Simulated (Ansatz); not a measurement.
System: BNH$_{2}$Cl$_{2}$, charge 0, singlet. BNH2Cl2 (SMILES ClB(N)Cl).
B3LYP-D3(BJ)/def2-TZVP minimum from Ansatz (an electronic-structure program):
```xyz
6

B     -0.2288     0.1854    -0.1886
Cl     1.3758    -0.1808    -0.8411
Cl    -0.6659    -0.3943     1.4262
N     -1.1353     0.9198    -0.9357
H     -2.0551     1.1464    -0.5970
H     -0.9212     1.2649    -1.8561
```

Total energies in hartree (Ansatz). UHF or UKS for unpaired electrons; spin-orbit terms are left out. Correlated methods leave the cores frozen. No relativity. Where a partner has so few electrons that a lower coupled-cluster level is exact, that level stands in.

```tsv
species	HF/cc-pV(T+d)Z	CCSD(T)/cc-pV(T+d)Z	HF/cc-pV(Q+d)Z	CCSD(T)/cc-pV(Q+d)Z	CCSD(T)/cc-pV(D+d)Z	CCSDT(Q)/cc-pV(D+d)Z
1: BNH2Cl2 (SMILES NB(Cl)Cl)	-999.51187	-1000.26952	-999.52467	-1000.34133	-1000.03923	-1000.04131
2: B (doublet)	-24.53207	-24.59810	-24.53297	-24.60084	-24.58941	-24.58977
3: Cl (doublet)	-459.48556	-459.67356	-459.48916	-459.69449	-459.60403	-459.60445
4: N (quartet)	-54.40069	-54.51471	-54.40372	-54.52482	-54.47850	-54.47866
5: H (doublet)	-0.49981	-0.49981	-0.49995	-0.49995	-0.49928	-0.49928
```

Task: Work out the atomisation energy (electronic, to ground-state atoms) in kcal/mol: take Hartree-Fock from cc-pV(Q+d)Z, extrapolate the CCSD(T) correlation energy as X^-3 (X = 3, 4), and add CCSDT(Q) - CCSD(T) in cc-pV(D+d)Z. 1 hartree = 627.51 kcal/mol.

Result: 
Species 1: correlation (64·(-0.81666) - 27·(-0.75765))/37 = -0.85972; step -0.00208; E1 = -999.52467 + (-0.85972) + (-0.00208) = -1000.38647
Species 2: correlation (64·(-0.06787) - 27·(-0.06603))/37 = -0.06921; step -0.00036; E2 = -24.53297 + (-0.06921) + (-0.00036) = -24.60254
Species 3: correlation (64·(-0.20533) - 27·(-0.18800))/37 = -0.21798; step -0.00042; E3 = -459.48916 + (-0.21798) + (-0.00042) = -459.70756
Species 4: correlation (64·(-0.12110) - 27·(-0.11402))/37 = -0.12627; step -0.00016; E4 = -54.40372 + (-0.12627) + (-0.00016) = -54.53015
Species 5: correlation (64·(0.00000) - 27·(0.00000))/37 = 0.00000; step +0.00000; E5 = -0.49995 + (0.00000) + (+0.00000) = -0.49995
-1·E1 +1·E2 +2·E3 +1·E4 +2·E5 = 0.83876 hartree = 526.3 kcal/mol.
